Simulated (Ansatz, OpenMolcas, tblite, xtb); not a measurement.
A ladder of methods for AlSiH5O2 (SMILES O[SiH2][O][AlH2])

AlSiH5O2 has 9 atoms, charge 0, and is taken as a singlet. As SMILES, `O[SiH2][O][AlH2]`. The shape is that of a PBE0-D4/def2-TZVP optimisation. This is one conformer, not always the lowest.

```xyz
9

O    -0.7951    1.8294   -0.8982
Si    0.1730    1.1967    0.2669
O     0.2508   -0.4189    0.1977
Al    0.3257   -2.0805   -0.0606
H    -1.7408    1.7058   -0.8109
H     1.5061    1.7828    0.0050
H    -0.3373    1.5649    1.6142
H    -0.9595   -2.7957   -0.6368
H     1.6656   -2.8306    0.3054
```

Quantity: the vertical ionisation energy (to the doublet cation), in eV. The values are calculated.

```csv
level,kind,program,value (eV),CPU time (all runs)
IPEA1-xTB,semi-empirical,tblite,14.02,under 2 s
GFN1-xTB,semi-empirical,xtb,14.32,under 2 s
HF/cc-pVDZ,Hartree–Fock,Ansatz,10.32,22 s
revPBE/cc-pVDZ,GGA,Ansatz,9.52,39 s
r2SCAN/cc-pVDZ,meta-GGA,OpenMolcas,9.80,4.5 min
M06-2X/cc-pVDZ,hybrid meta-GGA,OpenMolcas,10.58,2.9 min
HSE06/cc-pVDZ,range-separated hybrid,Ansatz,10.11,48 s
PBE-QIDH/cc-pVDZ,double hybrid,Ansatz,10.82,70 s
RPA@PBE0/cc-pVDZ,RPA,Ansatz,10.43,53 s
BCCD(T)/cc-pVDZ,coupled cluster or CI,Ansatz,10.67,3.7 min
```

The values span 9.52 to 14.32 eV. The xTB values lack the empirical shift that such differences need. Times are those of the runs behind each value, whatever else they computed, on shared processors of several kinds: orders of magnitude only.
